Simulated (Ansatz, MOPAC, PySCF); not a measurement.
Pair of molecules: CH6AlN (SMILES C[NH][AlH2]) (first 9 atoms) with NH3 (SMILES N); geometry from B3LYP-D3(BJ)/def2-TZVP, rigid monomers moved along the line of their centres of mass till H4···N10 is 3.48 Å.
(charge 0, multiplicity 1):
| atom | x (Å) | y (Å) | z (Å) |
|---|---|---|---|
| C | -0.5006 | -0.4074 | 1.5620 |
| N | -0.3529 | 0.2877 | 0.2915 |
| Al | 0.8170 | -0.0088 | -1.0056 |
| H | -0.3564 | 0.2577 | 2.4199 |
| H | 0.2462 | -1.2001 | 1.6360 |
| H | -1.4854 | -0.8762 | 1.6654 |
| H | -1.0347 | 1.0262 | 0.1867 |
| H | 0.7365 | 0.9115 | -2.2839 |
| H | 1.8611 | -1.1720 | -0.7904 |
| N | -0.0970 | 0.1769 | 5.8924 |
| H | 0.4170 | -0.5410 | 5.3947 |
| H | -1.0627 | 0.1198 | 5.5901 |
| H | 0.2635 | 1.0731 | 5.5855 |

Counterpoise-corrected where a basis set is named; no monomer relaxation. Rows marked so take none.

Cores are frozen in the correlated methods. Rows in 3-21G, 6-311+G**, 6-31G*, STO-3G carry no dispersion term and start afresh at each structure (6-31G* with six Cartesian d functions). MP2/6-31G* freezes PySCF's default core. The state that AM1, PM6 reach isn't checked.

Run with Ansatz (Gaussian orbitals); MOPAC for AM1, PM6 (differences of heats of formation); PySCF for 3-21G rows, 6-311+G** rows, 6-31G* rows, STO-3G rows, the dispersion terms. Each number belongs to the level named beside it.

Other levels give for the interaction energy: PBE/def2-TZVPPD -0.8; B3LYP/def2-TZVPPD 0.7; B3LYP-D3(BJ)/def2-TZVPPD -1.2; wB97M-V/def2-TZVPPD -1.0; CCSD(T)/aug-cc-pV(D+d)Z -1.0 kJ/mol.

Common cheap choices:

```
level                              interaction energy (kJ/mol)
---------------------------------  ---------------------------
AM1                                                        1.1
PM6                                                        0.8
HF/STO-3G (no counterpoise)                               -0.4
HF/3-21G (no counterpoise)                                -1.1
HF/6-31G* (no counterpoise)                               -0.8
B3LYP/6-31G* (no counterpoise)                            -1.7
B3LYP/6-311+G** (no counterpoise)                          0.6
MP2/6-31G* (no counterpoise)                              -2.0
```

Ansatz is a first-principles code.
